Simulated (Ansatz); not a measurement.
`C=C[SiH](F)Br` → `C=CF` + `[SiH]Br` at 298.15 K and 1 bar (silylene formation by 1,1-elimination).

Calculated with Ansatz (gas phase, PBE0-D4/def2-TZVP geometries, no zero-point term in ΔE). CCSD(T)/CBS is the MP2 limit (def2-TZVPP, def2-QZVPP) plus CCSD(T) − MP2 in def2-TZVPP, frozen cores. For Br outer-core shells are correlated without core-valence functions, which leaves a few kJ/mol of doubt a bond. Scalar relativity is left out up to krypton. One conformer a species, not always the lowest.

```csv
species,CCSD(T)/CBS energy (Eh),H − E (kJ/mol),S (J/(mol·K))
`C=C[SiH](F)Br`,-3040.80170,166.3,351.5
`C=CF`,-177.66469,127.2,252.2
`[SiH]Br`,-2862.97869,30.2,263.1
```

H − E and S are ideal-gas, rigid-rotor, harmonic terms from PBE0-D4/def2-TZVP, for one conformer and one mirror image of each species. 1 Eh = 2625.50 kJ/mol, R = 8.31446 J/(mol·K).

Question: By hand: ΔE, ΔH, ΔS and ΔG.

Answer: ΔE = (-177.66469) + (-2862.97869) − (-3040.80170) = 0.15832 Eh = 415.7 kJ/mol. Δ(H − E) = 127.2 + 30.2 − 166.3 = -8.9, so ΔH = 406.8 kJ/mol. ΔS = 252.2 + 263.1 − 351.5 = 163.8 J/(mol·K). ΔG = 406.8 − 298.15 × (163.8)/1000 = 358.0 kJ/mol.

Question: By hand: the equilibrium constant, and the temperature at which ΔG would vanish if ΔH and ΔS stayed fixed.

Answer: log₁₀ K = −ΔG/(RT ln 10) = -62.7. ΔG = 0 at ΔH/ΔS = 2484 K.

The number of gas molecules changes by +1, which sets the sign of ΔS. A doubt of 5 kJ/mol in ΔE shifts log₁₀ K by 0.9 here. Other conformers and mirror images would add mixing entropy, several J/(mol·K) or more a flexible species. These are equilibria of isolated gas molecules and say nothing of rates. Largest T1 diagnostic: 0.012 (customary marks: 0.02 for closed shells, 0.045 for open ones).
